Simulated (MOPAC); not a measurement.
MOPAC input (MNDO):

```
MNDO PRECISE GNORM=0.05 LET XYZ CHARGE=-1 GEO-OK AUX(PRECISION=9) THREADS=1
CH5BNO2

C    -1.78742300 1    0.06518500 1   -0.63289400 1
N    -0.60420200 1   -0.68790600 1   -0.30108000 1
B     0.65808000 1   -0.09905000 1    0.28696600 1
O     1.43365200 1   -0.75030000 1    1.08100700 1
O     0.89560600 1    1.26151600 1   -0.16020100 1
H    -2.25385000 1    0.61494200 1    0.20904500 1
H    -1.57166900 1    0.81761400 1   -1.40363900 1
H    -2.56746000 1   -0.57990000 1   -1.06008000 1
H    -0.82467500 1   -1.54950500 1    0.17633000 1
H     0.24714300 1    1.52660400 1   -0.81800900 1
```

Output:

```
 *******************************************************************************
 **                                                                           **
 **                              MOPAC v23.2.5                                **
 **                                                                           **
 *******************************************************************************
 ** MOPAC's Digital Object Identifier: https://doi.org/10.5281/zenodo.6511958 **
 **                                                                           **
 ** Please cite the open-source release paper for use of this MOPAC version:  **
 ** J. E. Moussa and J. J. P. Stewart (2026)                                  **
 ** MOPAC: An open-source semiempirical molecular orbital program             **
 ** J. Open Source Softw., 11(119), 8025, https://doi.org/10.21105/joss.08025 **
 *******************************************************************************

                              MNDO CALCULATION RESULTS

 *******************************************************************************
 *  MNDO       - The MNDO Hamiltonian to be used
 *  GEO-OK     - OVERRIDE INTERATOMIC DISTANCE AND OTHER SAFETY CHECKS
 *
 *
 *
 *                 CHARGE ON SYSTEM = -1
 *
 *
 *
 *  LET        - OVERRIDE SOME SAFETY CHECKS
 *  PRECISE    - TIGHTER CRITERIA TO BE USED
 *  XYZ        - CARTESIAN COORDINATE SYSTEM TO BE USED
 *  GNORM      - EXIT WHEN GRADIENT NORM DROPS BELOW 0.050
 *  AUX        - OUTPUT AUXILIARY INFORMATION
 *******************************************************************************
MNDO PRECISE GNORM=0.05 LET XYZ CHARGE=-1 GEO-OK AUX(PRECISION=9) THREADS=1
 CH5BNO2

   ATOM   CHEMICAL          X               Y               Z
  NUMBER   SYMBOL      (ANGSTROMS)     (ANGSTROMS)     (ANGSTROMS)

     1       C         -1.78742300  *   0.06518500  *  -0.63289400  *
     2       N         -0.60420200  *  -0.68790600  *  -0.30108000  *
     3       B          0.65808000  *  -0.09905000  *   0.28696600  *
     4       O          1.43365200  *  -0.75030000  *   1.08100700  *
     5       O          0.89560600  *   1.26151600  *  -0.16020100  *
     6       H         -2.25385000  *   0.61494200  *   0.20904500  *
     7       H         -1.57166900  *   0.81761400  *  -1.40363900  *
     8       H         -2.56746000  *  -0.57990000  *  -1.06008000  *
     9       H         -0.82467500  *  -1.54950500  *   0.17633000  *
    10       H          0.24714300  *   1.52660400  *  -0.81800900  *

          CARTESIAN COORDINATES

    NO.       ATOM           X           Y           Z

     1         C         -1.7874      0.0652     -0.6329
     2         N         -0.6042     -0.6879     -0.3011
     3         B          0.6581     -0.0990      0.2870
     4         O          1.4337     -0.7503      1.0810
     5         O          0.8956      1.2615     -0.1602
     6         H         -2.2538      0.6149      0.2090
     7         H         -1.5717      0.8176     -1.4036
     8         H         -2.5675     -0.5799     -1.0601
     9         H         -0.8247     -1.5495      0.1763
    10         H          0.2471      1.5266     -0.8180

  H: (MNDO): M.J.S. DEWAR, W. THIEL, J. AM. CHEM. SOC., 99, 4899, (1977)
  B: (MNDO): M.J.S. DEWAR, M.L. MCKEE, J. AM. CHEM. SOC., 99, 5231, (1977)
  C: (MNDO): M.J.S. DEWAR, W. THIEL, J. AM. CHEM. SOC., 99, 4899, (1977)
  N: (MNDO): M.J.S. DEWAR, W. THIEL, J. AM. CHEM. SOC., 99, 4899, (1977)
  O: (MNDO): M.J.S. DEWAR, W. THIEL, J. AM. CHEM. SOC., 99, 4899, (1977)

           Empirical Formula: C H5 N O2 B  =    10 atoms

      MOLECULAR POINT GROUP   :   C1

      RHF CALCULATION, NO. OF DOUBLY OCCUPIED LEVELS = 15

          Geometry optimization using EF

          DIAGONAL MATRIX USED AS START HESSIAN

 CYCLE:     1  GRAD.:    84.498 HEAT: -169.0592
 CYCLE:     2  GRAD.:   500.949 HEAT: -142.0128
 CYCLE:     3  GRAD.:   548.131 HEAT: -127.2524
 CYCLE:     4  GRAD.:   252.881 HEAT: -159.5782
 CYCLE:     5  GRAD.:   291.250 HEAT: -158.1091
 CYCLE:     6  GRAD.:   350.855 HEAT: -153.9651
 CYCLE:     7  GRAD.:   275.535 HEAT: -158.3549
 CYCLE:     8  GRAD.:   195.313 HEAT: -160.2167
 CYCLE:     9  GRAD.:   384.201 HEAT: -154.7657
 CYCLE:    10  GRAD.:   224.439 HEAT: -161.2389
 CYCLE:    11  GRAD.:   217.163 HEAT: -162.4488
 CYCLE:    12  GRAD.:   273.731 HEAT: -155.9744
 CYCLE:    13  GRAD.:   226.871 HEAT: -160.0731
 CYCLE:    14  GRAD.:   239.506 HEAT: -159.2650
 CYCLE:    15  GRAD.:   183.914 HEAT: -164.0704
 CYCLE:    16  GRAD.:   188.052 HEAT: -164.3962
 CYCLE:    17  GRAD.:   263.491 HEAT: -158.4255
 CYCLE:    18  GRAD.:   207.105 HEAT: -165.3408
 CYCLE:    19  GRAD.:   111.906 HEAT: -170.5820
 CYCLE:    20  GRAD.:    31.201 HEAT: -172.8680
 CYCLE:    21  GRAD.:    57.663 HEAT: -171.8733
 CYCLE:    22  GRAD.:     4.191 HEAT: -173.3844
 CYCLE:    23  GRAD.:     2.614 HEAT: -173.4121
 CYCLE:    24  GRAD.:     9.563 HEAT: -173.5096
 CYCLE:    25  GRAD.:    19.828 HEAT: -173.6891
 CYCLE:    26  GRAD.:    29.871 HEAT: -173.8770
 CYCLE:    27  GRAD.:    12.162 HEAT: -174.1902
 CYCLE:    28  GRAD.:    16.986 HEAT: -174.4142
 CYCLE:    29  GRAD.:    13.218 HEAT: -174.5562
 CYCLE:    30  GRAD.:    13.409 HEAT: -174.6443
 CYCLE:    31  GRAD.:    11.573 HEAT: -174.6633
 CYCLE:    32  GRAD.:     5.772 HEAT: -174.7402
 CYCLE:    33  GRAD.:     5.165 HEAT: -174.7545
 CYCLE:    34  GRAD.:     3.477 HEAT: -174.7753
 CYCLE:    35  GRAD.:     3.793 HEAT: -174.7989
 CYCLE:    36  GRAD.:     3.651 HEAT: -174.8298
 CYCLE:    37  GRAD.:     7.043 HEAT: -174.8937
 CYCLE:    38  GRAD.:    10.608 HEAT: -174.9275
 CYCLE:    39  GRAD.:     9.952 HEAT: -174.9767
 CYCLE:    40  GRAD.:     5.171 HEAT: -175.0252
 CYCLE:    41  GRAD.:     4.118 HEAT: -175.0702
 CYCLE:    42  GRAD.:    10.852 HEAT: -175.0846
 CYCLE:    43  GRAD.:     7.994 HEAT: -175.1150
 CYCLE:    44  GRAD.:     4.982 HEAT: -175.1631
 CYCLE:    45  GRAD.:     5.143 HEAT: -175.1842
 CYCLE:    46  GRAD.:     6.420 HEAT: -175.2132
 CYCLE:    47  GRAD.:    12.304 HEAT: -175.2899
 CYCLE:    48  GRAD.:     7.051 HEAT: -175.3377
 CYCLE:    49  GRAD.:    12.094 HEAT: -175.3842
 CYCLE:    50  GRAD.:     3.874 HEAT: -175.4409
 CYCLE:    51  GRAD.:     5.516 HEAT: -175.4615
 CYCLE:    52  GRAD.:     2.458 HEAT: -175.4765
 CYCLE:    53  GRAD.:     4.630 HEAT: -175.4810
 CYCLE:    54  GRAD.:     1.747 HEAT: -175.4886
 CYCLE:    55  GRAD.:     1.542 HEAT: -175.4916
 CYCLE:    56  GRAD.:     1.828 HEAT: -175.4998
 CYCLE:    57  GRAD.:     2.547 HEAT: -175.5067
 CYCLE:    58  GRAD.:     2.781 HEAT: -175.5134
 CYCLE:    59  GRAD.:     2.763 HEAT: -175.5205
 CYCLE:    60  GRAD.:     2.539 HEAT: -175.5271
 CYCLE:    61  GRAD.:     2.089 HEAT: -175.5318
 CYCLE:    62  GRAD.:     1.525 HEAT: -175.5369
 CYCLE:    63  GRAD.:     1.364 HEAT: -175.5382
 CYCLE:    64  GRAD.:     0.432 HEAT: -175.5388
 CYCLE:    65  GRAD.:     0.557 HEAT: -175.5391
 CYCLE:    66  GRAD.:     0.605 HEAT: -175.5394
 CYCLE:    67  GRAD.:     0.507 HEAT: -175.5395
 CYCLE:    68  GRAD.:     0.381 HEAT: -175.5398
 CYCLE:    69  GRAD.:     0.292 HEAT: -175.5399
 CYCLE:    70  GRAD.:     0.331 HEAT: -175.5401
 CYCLE:    71  GRAD.:     0.168 HEAT: -175.5401
 CYCLE:    72  GRAD.:     0.113 HEAT: -175.5402
 CYCLE:    73  GRAD.:     0.091 HEAT: -175.5402
 CYCLE:    74  GRAD.:     0.051 HEAT: -175.5402
 CYCLE:    75  GRAD.:     0.024 HEAT: -175.5402

     GRADIENT =  0.02359 IS LESS THAN CUTOFF =  0.05000

 -------------------------------------------------------------------------------
 MNDO PRECISE GNORM=0.05 LET XYZ CHARGE=-1 GEO-OK AUX(PRECISION=9) THREADS=1
 CH5BNO2

     GEOMETRY OPTIMISED USING EIGENVECTOR FOLLOWING (EF).
     SCF FIELD WAS ACHIEVED

                              MNDO CALCULATION
                                                       MOPAC v23.2.5 Linux

          FINAL HEAT OF FORMATION =       -175.54019 KCAL/MOL =    -734.46017 KJ/MOL

          COSMO AREA              =        109.29 SQUARE ANGSTROMS
          COSMO VOLUME            =         93.40 CUBIC ANGSTROMS

          GRADIENT NORM           =          0.02359          =       0.00746 PER ATOM
          IONIZATION POTENTIAL    =          3.827393 EV
          HOMO LUMO ENERGIES (EV) =         -3.827  8.136
          NO. OF FILLED LEVELS    =         15
          MOLECULAR WEIGHT        =         73.8660         POINT GROUP:  C1

          MOLECULAR DIMENSIONS (Angstroms)

            Atom       Atom       Distance
            H     8    O     4     4.29938
            H    10    H     6     3.81084
            H     7    H     9     2.73802

          SCF CALCULATIONS        =         76

   ATOM   CHEMICAL          X               Y               Z
  NUMBER   SYMBOL      (ANGSTROMS)     (ANGSTROMS)     (ANGSTROMS)

     1       C         -1.86766736  *  -0.10923895  *  -0.36409232  *
     2       N         -0.51853166  *  -0.54184401  *  -0.66196863  *
     3       B          0.60317134  *   0.02799717  *   0.23958718  *
     4       O          0.91990589  *  -0.44501895  *   1.36484164  *
     5       O          1.28116613  *   1.11836665  *  -0.34717441  *
     6       H         -2.27928931  *  -0.43173962  *   0.62721280  *
     7       H         -1.95398216  *   1.00173073  *  -0.40580190  *
     8       H         -2.58149831  *  -0.51678988  *  -1.12908659  *
     9       H         -0.49282201  *  -1.54771222  *  -0.58244252  *
    10       H          0.98526786  *   1.31985255  *  -1.21957184  *

                             CARTESIAN COORDINATES

   1    C       -1.867667362    -0.109238953    -0.364092319
   2    N       -0.518531658    -0.541844006    -0.661968634
   3    B        0.603171335     0.027997172     0.239587176
   4    O        0.919905888    -0.445018947     1.364841638
   5    O        1.281166127     1.118366655    -0.347174415
   6    H       -2.279289307    -0.431739618     0.627212797
   7    H       -1.953982158     1.001730732    -0.405801899
   8    H       -2.581498306    -0.516789877    -1.129086591
   9    H       -0.492822014    -1.547712217    -0.582442516
  10    H        0.985267855     1.319852548    -1.219571835

           Empirical Formula: C H5 N O2 B  =    10 atoms

      MOLECULAR POINT GROUP   :   C1

                  EIGENVALUES
 -34.87589 -32.16858 -30.74903 -21.38452 -14.13973 -12.47649 -11.45278 -10.01207
  -9.10011  -8.33081  -7.66636  -7.42636  -5.27452  -4.69099  -3.82739   8.13553
   8.28677   8.79467   9.30933   9.66787  10.67052  11.17723  11.65541  14.25452
  16.01401

              NET ATOMIC CHARGES AND DIPOLE CONTRIBUTIONS

  ATOM NO.   TYPE          CHARGE      No. of ELECS.   s-Pop       p-Pop
    1          C           0.194607        3.8054     1.21355     2.59185
    2          N          -0.369804        5.3698     1.61121     3.75859
    3          B          -0.037643        3.0376     1.08076     1.95688
    4          O          -0.506971        6.5070     1.85757     4.64940
    5          O          -0.319254        6.3193     1.78661     4.53265
    6          H          -0.069402        1.0694     1.06940
    7          H          -0.033307        1.0333     1.03331
    8          H          -0.075802        1.0758     1.07580
    9          H           0.076986        0.9230     0.92301
   10          H           0.140590        0.8594     0.85941
 DIPOLE           X         Y         Z       TOTAL
 POINT-CHG.    -2.274     0.845    -2.609     3.563
 HYBRID        -1.021    -0.397    -0.355     1.151
 SUM           -3.295     0.448    -2.963     4.454

          ATOMIC ORBITAL ELECTRON POPULATIONS

     Atom    s        px        py        pz
    1  C   1.21355   0.86852   0.87844   0.84489
    2  N   1.61121   1.06609   1.06400   1.62850
    3  B   1.08076   0.63794   0.63501   0.68393
    4  O   1.85757   1.69044   1.64178   1.31719
    5  O   1.78661   1.68710   1.58354   1.26202
    6  H   1.06940
    7  H   1.03331
    8  H   1.07580
    9  H   0.92301
   10  H   0.85941

 **********************
 *                    *
 * JOB ENDED NORMALLY *
 *                    *
 **********************

 == MOPAC DONE ==
```

The dipole moment of an ion depends on the origin.

The geometry given is a B3LYP-D3(BJ)/def2-TZVP minimum.
